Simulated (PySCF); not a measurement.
Isomers of C4H9OPSi, one conformer each. The calculation used core-valence-separated Tamm–Dancoff BHandHLYP/aug-pcX-1 (pcseg-1 on H, def2-SVPD on P, def2-SVPD on Si) in PySCF, non-relativistic, gas phase, PBE0-D3(BJ)/def2-SVP geometry. No empirical shift is added; at this level the pattern usually sits a few eV under experiment.

P. `C=CP([SiH3])C(C)=O`
Q. `O=[P@@H]1C=C([SiH3])CC1`

Main lines, eV (oscillator strength):
1. C K: 282.4 (0.058), 282.6 (0.059), 283.5 (0.079), 285.6 (0.025), 285.8 (0.011); O K: 528.6 (0.048)
2. C K: 282.2 (0.060), 282.3 (0.056), 285.5 (0.010), 285.8 (0.016), 286.0 (0.014); O K: 530.6 (0.019), 531.6 (0.015), 531.9 (0.023), 533.3 (0.006), 533.4 (0.010)
Listed: the first five lines at most of each edge with a tenth or more of its strongest line's intensity; roots within 0.03 eV on the same or equivalent atoms are summed. Only the lowest roots were sought, and the top ones are left out.

Task: Which spectrum belongs to which isomer?

Result: 1 = P, 2 = Q.
- P: first C line listed at 282.4 eV, hole on the terminal =CH2 carbon (1s→π*); first O line listed at 528.6 eV, hole on the carbonyl oxygen (1s→π*).
- Q: first C line listed at 282.2 eV, hole on the fully substituted alkene carbon (1s→π*); first O line listed at 530.6 eV, hole on the phosphoryl oxygen.

Task: What are the ground-state energies of the isomers at BHandHLYP/aug-pcX-1 (pcseg-1 on H, def2-SVPD on P, def2-SVPD on Si), relative to the lowest?

Result: P 62.0, Q 0.0 kJ/mol (electronic energies on these geometries, no dispersion or zero-point terms).
